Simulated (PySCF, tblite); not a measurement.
Isomers of C4H11F2NSi2. Calculated harmonic vibrations of the isolated species, GFN2-xTB (tblite), most abundant isotopes, no scaling. The method is semi-empirical: single wavenumbers can be off by several per cent or more. Modes of hydrogen on silicon can be 10 to 20 % off. One conformer each.

Electronic energies: PBE0/pcSseg-1 single points on the GFN2-xTB geometries (PySCF, gas phase).

```csv
SMILES,"electronic energy, lowest = 0 (kcal/mol)"
C=C(C)C(F)(F)[SiH2][SiH2]N,56.3
FCC1([Si@@H](F)N[SiH3])CC1,0.2
N[SiH2][SiH2]C(F)(F)C1CC1,59.7
FC[SiH2]N[Si@@H](F)C1CC1,0.0
C=CCC(F)(F)[SiH2][SiH2]N,57.5
```

Q: How do GFN2-xTB zero-point energies change the relative energies?

A: 
| SMILES | ZPE (kcal/mol) | of it from modes above 1550 cm⁻¹ | electronic (kcal/mol) | with ZPE, lowest = 0 (kcal/mol) | lowest mode (cm⁻¹) | rings |
| --- | --- | --- | --- | --- | --- | --- |
| FC[SiH2]N[Si@@H](F)C1CC1 | 90.2 | 45.2 | 0.0 | 0.9 | 17 | 1 |
| FCC1([Si@@H](F)N[SiH3])CC1 | 89.2 | 44.0 | 0.2 | 0.0 | 1 | 1 |
| C=C(C)C(F)(F)[SiH2][SiH2]N | 86.7 | 46.9 | 56.3 | 53.7 | 18 | 0 |
| C=CCC(F)(F)[SiH2][SiH2]N | 86.9 | 46.8 | 57.5 | 55.0 | 19 | 0 |
| N[SiH2][SiH2]C(F)(F)C1CC1 | 88.0 | 44.6 | 59.7 | 58.3 | 3i | 1 |

The zero-point energies span 3.5 kcal/mol, from `C=C(C)C(F)(F)[SiH2][SiH2]N` to `FC[SiH2]N[Si@@H](F)C1CC1`. Slightly imaginary modes are left out of the zero-point energy: `N[SiH2][SiH2]C(F)(F)C1CC1` 2.7i cm⁻¹. With it `FCC1([Si@@H](F)N[SiH3])CC1` becomes the lowest.

Q: And how do the electronic energies of GFN2-xTB itself compare?

A: `FC[SiH2]N[Si@@H](F)C1CC1` 10.5; `FCC1([Si@@H](F)N[SiH3])CC1` 0.0; `C=C(C)C(F)(F)[SiH2][SiH2]N` 70.9; `C=CCC(F)(F)[SiH2][SiH2]N` 74.0; `N[SiH2][SiH2]C(F)(F)C1CC1` 68.9 kcal/mol, lowest = 0. Against the energies above, taken from the same isomer `FC[SiH2]N[Si@@H](F)C1CC1`, the largest difference is 10.7 kcal/mol.
